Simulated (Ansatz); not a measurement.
GeC₄N₄O₄⁺, that is Ge(NCO)4 with one electron fewer. The state is a doublet with charge 1. Geometry PBE-D4/def2-SVP; atoms count from 1.

| atom | x (Å) | y (Å) | z (Å) |
| --- | --- | --- | --- |
| Ge1 | 0.092 | -0.008 | -0.071 |
| N2 | -0.473 | 1.538 | 0.664 |
| C3 | -1.304 | 2.439 | 0.726 |
| O4 | -2.053 | 3.330 | 0.840 |
| N5 | 0.206 | 0.207 | -1.859 |
| C6 | -0.042 | -0.206 | -2.989 |
| O7 | -0.240 | -0.532 | -4.093 |
| N8 | -1.001 | -1.385 | 0.331 |
| C9 | -1.476 | -2.145 | 1.172 |
| O10 | -1.966 | -2.902 | 1.915 |
| N11 | 1.758 | -0.404 | 0.501 |
| C12 | 2.757 | -0.084 | 1.138 |
| O13 | 3.741 | 0.150 | 1.725 |

Estimate the Mulliken populations from the PBE0/def2-TZVP orbitals of Ansatz.


```json
{"atom": "Ge1", "charge (e)": "0.72", "spin (α − β)": "-0.05"}
{"atom": "N2", "charge (e)": "-0.27", "spin (α − β)": "0.16"}
{"atom": "C3", "charge (e)": "0.39", "spin (α − β)": "-0.04"}
{"atom": "O4", "charge (e)": "-0.08", "spin (α − β)": "0.09"}
{"atom": "N5", "charge (e)": "-0.25", "spin (α − β)": "0.21"}
{"atom": "C6", "charge (e)": "0.41", "spin (α − β)": "-0.05"}
{"atom": "O7", "charge (e)": "-0.07", "spin (α − β)": "0.13"}
{"atom": "N8", "charge (e)": "-0.26", "spin (α − β)": "0.17"}
{"atom": "C9", "charge (e)": "0.39", "spin (α − β)": "-0.04"}
{"atom": "O10", "charge (e)": "-0.08", "spin (α − β)": "0.10"}
{"atom": "N11", "charge (e)": "-0.25", "spin (α − β)": "0.22"}
{"atom": "C12", "charge (e)": "0.41", "spin (α − β)": "-0.05"}
{"atom": "O13", "charge (e)": "-0.07", "spin (α − β)": "0.13"}
```
Mulliken values and Mayer orders depend strongly on the basis.

Where does the spin sit?

Summed by element: Ge -0.05, N 0.76, C -0.17, O 0.46, of 1 unpaired in all. Largest on single atoms: N11 0.22, N5 0.21, N8 0.17.

And the Mayer bond orders between bonded heavy atoms (over 0.3)?

Ge1–N2 1.03 (1.80 Å); Ge1–N5 1.02 (1.80 Å); Ge1–N8 1.03 (1.80 Å); Ge1–N11 1.01 (1.81 Å); N2–C3 1.87 (1.23 Å); C3–O4 2.19 (1.17 Å); N5–C6 1.85 (1.23 Å); C6–O7 2.19 (1.17 Å); N8–C9 1.87 (1.23 Å); C9–O10 2.19 (1.17 Å); N11–C12 1.85 (1.23 Å); C12–O13 2.19 (1.17 Å).
